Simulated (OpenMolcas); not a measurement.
Cu2+, Ag2+, Au2+: d9 down the group

| Property | Result |
| --- | --- |
| Program | OpenMolcas |
| Method | XMS-CASPT2, IPEA 0.25 Eh, imaginary shift 0.1 Eh |
| Basis | ANO-RCC-VTZP |
| Scalar Hamiltonian | DKH2, point nucleus |
| Spin-orbit coupling | state interaction with AMFI integrals over the reference wave functions, term energies averaged over their components |

Active space for each ion: 9 electrons in 5 orbitals (d); closed shells correlated by CASPT2: Cu2+ 3s 3p; Ag2+ 4s 4p; Au2+ 5s 5p.

Computed levels in cm-1 above 2D 5/2:

| Level | Cu2+ | Ag2+ | Au2+ |
| --- | --- | --- | --- |
| 2D 3/2 | 2040 | 4410 | 12930 |
| weight of 2D in the lowest level (%) | 100 | 100 | 100 |

Measured, with the error of the calculation in %. Measured levels: Cu2+ from Sugar and Musgrove, J. Phys. Chem. Ref. Data 19, 527 (1990); Ag2+ from Moore, Atomic Energy Levels, vol. III, NSRDS-NBS 35 (1971 reprint of NBS Circular 467, 1958); Au2+ from Iglesias, J. Res. Natl. Bur. Stand. 64A, 481 (1960).

```
 Level         Cu2+         Ag2+          Au2+
2D 3/2  2072 (-1.3)  4607 (-4.3)  12694 (+1.9)
```

The fine-structure level 2D 3/2 changes by a factor of 6.34 from Cu2+ to Au2+.

CASPT2 does not keep the components of a term degenerate, so their means are used; among the terms shown or strongly mixed into the levels shown the widest spread is 180 cm-1 (3d9 2D, Cu2+). Computed and measured levels are paired by configuration, term and J; levels that our copy of the source lacks, or whose pairing is in doubt (as where it misses far off the trend of its configuration), stay unpaired and out of the deviations. Only configurations of the active space appear.
